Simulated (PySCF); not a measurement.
H2O5Os, multiplicity 1. Atoms are numbered in the order given.

```xyz
8

Os     0.0000     0.0000    -0.0284
O     -1.6045    -0.1730     0.5792
O      1.6045     0.1730     0.5792
O      0.0000     0.0000    -1.7292
O      0.2424    -1.8767     0.3620
H     -0.6066    -2.3383     0.4655
O     -0.2424     1.8767     0.3620
H      0.6066     2.3383     0.4655
```

Geometry optimised at B3LYP-D3(BJ)/def2-SVP. The spin state was assumed, not searched. The def2 effective core potentials stand for the cores of Os; spin–orbit coupling is left out. The values are those of a single conformer.

Level of theory: M06-2X/def2-TZVP in PySCF.

ESP charges are fitted to the potential on shells at 1.4 to 2.0 van der Waals radii. Atomic charges (e):

```csv
atom,Mulliken,Löwdin,ESP fit
Os1,1.60,1.12,1.27
O2,-0.39,-0.28,-0.31
O3,-0.39,-0.28,-0.31
O4,-0.35,-0.25,-0.27
O5,-0.59,-0.33,-0.60
H6,0.35,0.17,0.41
O7,-0.59,-0.33,-0.60
H8,0.35,0.17,0.41
```
